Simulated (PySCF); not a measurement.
**Energy of Sb+ (antimony, charge +1) between two integer charges**

The 5p alpha orbital of [Kr] 4d10 5s2 5p2 is emptied in steps (occupation f), with all orbitals relaxed, ending at [Kr] 4d10 5s2 5p1. Calculation: PySCF 2.14, in aug-cc-pVTZ-DK3; scalar relativity by spin-free X2C-1e. The exact energy is a straight line in f; departures are measured from the line between the end points of the same method.

| f | UHF (eV) | LDA (eV) | PBE (eV) | PBE0 (eV) | r2SCAN (eV) | LC-wPBE (eV) | BHandHLYP (eV) | wB97X (eV) | HSE06 (eV) | B3LYP (eV) |
| --- | --- | --- | --- | --- | --- | --- | --- | --- | --- | --- |
| 1 | 0.000 | 0.000 | 0.000 | 0.000 | 0.000 | 0.000 | 0.000 | 0.000 | 0.000 | 0.000 |
| 0.9 | 0.035 | -0.364 | -0.352 | -0.256 | -0.333 | -0.024 | -0.170 | -0.053 | -0.295 | -0.285 |
| 0.7 | 0.080 | -0.852 | -0.823 | -0.596 | -0.772 | -0.054 | -0.396 | -0.125 | -0.688 | -0.666 |
| 0.5 | 0.094 | -1.016 | -0.979 | -0.708 | -0.909 | -0.061 | -0.472 | -0.153 | -0.818 | -0.794 |
| 0.3 | 0.078 | -0.855 | -0.822 | -0.592 | -0.752 | -0.047 | -0.396 | -0.132 | -0.686 | -0.666 |
| 0.1 | 0.033 | -0.366 | -0.351 | -0.252 | -0.318 | -0.018 | -0.170 | -0.058 | -0.293 | -0.285 |
| 0 | 0.000 | 0.000 | 0.000 | 0.000 | 0.000 | 0.000 | 0.000 | 0.000 | 0.000 | 0.000 |

```csv
method,E(f=0) − E(f=1) (eV),−ε at f=1 (eV),−ε at f=0.5 (eV)
UHF,16.003,16.391,15.996
LDA,16.662,12.628,16.653
PBE,16.466,12.554,16.469
PBE0,16.531,13.683,16.544
r2SCAN,16.640,12.927,16.699
LC-wPBE,16.626,16.352,16.647
BHandHLYP,16.417,14.534,16.416
wB97X,16.314,15.732,16.295
HSE06,16.524,13.253,16.527
B3LYP,16.508,13.345,16.507
```

Orbital energy along the path (eV):

```json
{"f": "1", "UHF": "-16.391", "LDA": "-12.628", "PBE": "-12.554", "PBE0": "-13.683", "r2SCAN": "-12.927", "LC-wPBE": "-16.352", "BHandHLYP": "-14.534", "wB97X": "-15.732", "HSE06": "-13.253", "B3LYP": "-13.345"}
{"f": "0.9", "UHF": "-16.309", "LDA": "-13.422", "PBE": "-13.332", "PBE0": "-14.256", "r2SCAN": "-13.687", "LC-wPBE": "-16.416", "BHandHLYP": "-14.909", "wB97X": "-15.840", "HSE06": "-13.905", "B3LYP": "-13.972"}
{"f": "0.7", "UHF": "-16.149", "LDA": "-15.028", "PBE": "-14.897", "PBE0": "-15.403", "r2SCAN": "-15.204", "LC-wPBE": "-16.537", "BHandHLYP": "-15.661", "wB97X": "-16.062", "HSE06": "-15.214", "B3LYP": "-15.236"}
{"f": "0.5", "UHF": "-15.996", "LDA": "-16.653", "PBE": "-16.469", "PBE0": "-16.544", "r2SCAN": "-16.699", "LC-wPBE": "-16.647", "BHandHLYP": "-16.416", "wB97X": "-16.295", "HSE06": "-16.527", "B3LYP": "-16.507"}
{"f": "0.3", "UHF": "-15.849", "LDA": "-18.288", "PBE": "-18.038", "PBE0": "-17.673", "r2SCAN": "-18.133", "LC-wPBE": "-16.737", "BHandHLYP": "-17.172", "wB97X": "-16.547", "HSE06": "-17.839", "B3LYP": "-17.780"}
{"f": "0.1", "UHF": "-15.708", "LDA": "-19.921", "PBE": "-19.594", "PBE0": "-18.781", "r2SCAN": "-19.486", "LC-wPBE": "-16.796", "BHandHLYP": "-17.928", "wB97X": "-16.821", "HSE06": "-19.137", "B3LYP": "-19.047"}
{"f": "0", "UHF": "-15.640", "LDA": "-20.729", "PBE": "-20.366", "PBE0": "-19.327", "r2SCAN": "-20.140", "LC-wPBE": "-16.810", "BHandHLYP": "-18.309", "wB97X": "-16.962", "HSE06": "-19.768", "B3LYP": "-19.676"}
```

Reference removal energy between the ground levels: 16.626 ± 0.025 eV (measured; NIST Atomic Spectra Database, ionization energies). The calculation has no spin-orbit coupling. UHF lacks correlation.
